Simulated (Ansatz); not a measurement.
The inner images of a band of BF2H + Cl (5 atoms, charge 0, multiplicity 2) are given out of order.

All numbers below come from UHF/6-31G* in Ansatz 0.2.0.

Initial state:

```xyz
5
Properties=species:S:1:pos:R:3
B 0.000 0.009 -0.353
H 0.000 0.061 0.827
F 1.119 -0.021 -1.024
F -1.119 -0.021 -1.024
Cl 0.000 -0.029 4.804
```

Final state:

```xyz
5
Properties=species:S:1:pos:R:3
B 0.000 -0.004 -0.488
H 0.000 0.007 2.350
F 1.131 -0.008 -1.125
F -1.131 -0.008 -1.125
Cl 0.000 0.012 3.618
```

Problem. Put them in order from the first end to the last, with their energies above the first end.
A.
```xyz
5
Properties=species:S:1:pos:R:3
B 0.000 0.002 0.000
H 0.000 -0.002 1.189
F 1.123 0.003 -0.662
F -1.123 0.003 -0.662
Cl 0.000 -0.007 3.364
```
B.
```xyz
5
Properties=species:S:1:pos:R:3
B 0.000 -0.001 -0.040
H 0.000 0.001 1.586
F 1.134 -0.002 -0.655
F -1.134 -0.002 -0.655
Cl 0.000 0.004 2.995
```
C.
```xyz
5
Properties=species:S:1:pos:R:3
B 0.000 -0.005 -0.266
H 0.000 0.007 1.998
F 1.136 -0.008 -0.887
F -1.136 -0.008 -0.887
Cl 0.000 0.014 3.273
```
D.
```xyz
5
Properties=species:S:1:pos:R:3
B 0.000 -0.002 -0.117
H 0.000 -0.013 1.062
F 1.121 0.005 -0.783
F -1.121 0.005 -0.783
Cl 0.000 0.005 3.851
```
E.
```xyz
5
Properties=species:S:1:pos:R:3
B 0.000 0.014 -0.231
H 0.000 0.105 0.945
F 1.120 -0.038 -0.902
F -1.120 -0.038 -0.902
Cl 0.000 -0.043 4.320
```

Solution. E (+0.1 kcal/mol), D (+0.7 kcal/mol), A (+4.4 kcal/mol), B (+29.7 kcal/mol), C (+23.6 kcal/mol).

Run time: 3.3 min on 1 thread of Arm Neoverse V2, on a shared host, peak memory 0.17 GiB.
